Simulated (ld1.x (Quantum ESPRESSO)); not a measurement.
## What one change does to a pseudopotential (Ar (Z = 18), TM)

* Element: Ar
* Generator: ld1.x (Quantum ESPRESSO) 7.5
* Type: norm-conserving Troullier–Martins (Kleinman–Bylander form)
* Functional: revPBE
* Relativity: scalar-relativistic
* Frozen core: [Ne]
* Valence charge: 8
* Reference configuration: 3s2 3p6
* Partial waves: 3p (bound): rc 1.35 bohr; 3d channel at 0.3 Ry: rc 1.45 bohr; 3s (bound): rc 1.25 bohr
* Local potential: the s channel
* Core correction: none

All-electron outer shells of the reference configuration (revPBE, scalar-relativistic, ld1.x):

```tsv
shell	level (eV)	outermost node (bohr)	outermost maximum (bohr)
2s	-297.07	0.12	0.34
2p	-229.81	–	0.28
3s	-24.27	0.52	1.17
3p	-10.23	0.49	1.30
```

Change: wave 3s (bound): rc 1.25 bohr becomes 3s (bound): rc 1.74 bohr.

Cutoffs: the cutoffs (Ry, on a coarse ladder) from which the occupation-weighted sum of valence levels, in a spherical-Bessel basis at the reference potential, stays within 10 and 1 mRy of its value at 400 Ry; they do not see the model core or the augmentation charge, which bear on the density cutoff. Errors are all-electron minus pseudo energies relative to the spin-unpolarised reference configuration.

How do hardness, ghosts and transferability respond?

The potential gets softer (60 Ry and 90 Ry → 40 Ry and 55 Ry); of the 6 tests that both files solve, the error grows in 6 and shrinks in 0 by more than 15 % and 0.3 meV (median size 10.1 → 42.5 meV); neither file shows a bound ghost. A larger radius leaves more room for a smooth pseudo-wave, so fewer plane waves are needed. More of the atom is replaced by a form fitted at one configuration, so other configurations suffer.

| quantity | base | changed |
| --- | --- | --- |
| cutoff, loose | 60 Ry | 40 Ry |
| cutoff, tight | 90 Ry | 55 Ry |
| loose cutoff by channel (10 mRy a level) | p 15 Ry, s 35 Ry | p 15 Ry, s 21 Ry |
| bound ghosts | none | none |
| error for 3s2 3p5, meV [ΔE 16.02 eV] | +1.9 | +13 |
| error for 3s2 3p4, meV [ΔE 44.66 eV] | +18 | +72 |
| error for 3s2 3p3, meV [ΔE 87.22 eV] | +67 | +210 |
| error for 3s2 3p5.5, meV [ΔE 6.53 eV] | -0.1 | +2.2 |
| error for 3s1 3p6, meV [ΔE 30.66 eV] | +1.9 | +12 |
| error for 3s2 3p2, meV [ΔE 144.83 eV] | +171 | +457 |
